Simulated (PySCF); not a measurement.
`InChI=1S/C5H9B/c1-4-5-6(2)3/h5H,1H2,2-3H3`

Geometry:
```
atom   x (Å)   y (Å)   z (Å)
  C1   2.912  -0.645  -0.180
  C2   1.834   0.006   0.164
  C3   0.721   0.631   0.492
  B4  -0.687   0.043   0.158
  C5  -1.963   0.887   0.532
  C6  -0.842  -1.350  -0.554
  H7   3.394  -0.469  -1.147
  H8   3.367  -1.378   0.494
  H9   0.821   1.589   1.022
 H10  -2.870   0.281   0.676
 H11  -1.824   1.555   1.395
 H12  -2.164   1.543  -0.338
 H13   0.084  -1.761  -0.979
 H14  -1.624  -1.323  -1.330
 H15  -1.210  -2.066   0.205
```

Theory: PySCF 2.14.0, quadratic response CAM-B3LYP/def2-TZVPD first hyperpolarisability, Taylor convention, gas phase. Geometry: PBE0-D3(BJ)/def2-SVP.

(1) Give the tensor of the second harmonic β(−2ω;ω,ω) at 1064 nm in the axes of these coordinates.

## Answers

(1) In au, Taylor convention; rows are the first index (the induced dipole):
```tsv
	xx	yy	zz	xy	xz	yz
x	+181.2	-5.5	+11.0	+49.3	+23.9	-9.1
y	+44.2	-24.1	-12.8	-5.9	-8.6	-11.8
z	+21.1	-11.7	-7.6	-8.4	+9.5	-13.0
```
Norm of βᵢ = ⅓ Σⱼ (βᵢⱼⱼ + βⱼᵢⱼ + βⱼⱼᵢ): 185.7 au, hyper-Rayleigh value 82.4 au.
